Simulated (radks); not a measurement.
All-electron atom: Hg35+ in [Kr] 4d9. All-electron calculation, scalar-relativistic Kohn-Sham, PBE, spin-polarised, spherical densities, finite nucleus; open shells are filled with parallel spins first (spin-orbit coupling, left out, can overturn this in heavy ions); Fermi nuclear charge, rms radius 5.4648 fm. Program: a radial shooting solver on a logarithmic mesh with Libxc functionals.

Unscreened Slater integrals over Kohn-Sham orbitals (cm^-1). They are taken over the spin-up orbitals. Empty in this configuration: 5s.

\begin{tabular}{lr}
integral & value \\ \hline
F0(4d,4d) & 502220 \\
F2(4d,4d) & 256510 \\
F4(4d,4d) & 174550 \\
F0(4d,4p) & 503110 \\
F2(4d,4p) & 258500 \\
G1(4d,4p) & 322450 \\
G3(4d,4p) & 206250 \\
F0(4d,4s) & 513090 \\
G2(4d,4s) & 256750 \\
F0(4d,5s) & 349080 \\
G2(4d,5s) & 40035 \\
F0(4p,4p) & 505270 \\
F2(4p,4p) & 263860 \\
F0(4p,4s) & 515140 \\
G1(4p,4s) & 348100 \\
F0(4p,5s) & 349570 \\
G1(4p,5s) & 35416 \\
F0(4s,4s) & 526000 \\
F0(4s,5s) & 352530 \\
G0(4s,5s) & 25974 \\
F0(5s,5s) & 294020 \\
\end{tabular}

Derived for the open shells (J is the average intra-shell exchange parameter used in DFT+U). 4d: Racah B = F2/49 - 5 F4/441 = 3256 cm^-1, C = 35 F4/441 = 13850 cm^-1, C/B = 4.25, F4/F2 = 0.680, J = (F2 + F4)/14 = 30790 cm^-1.
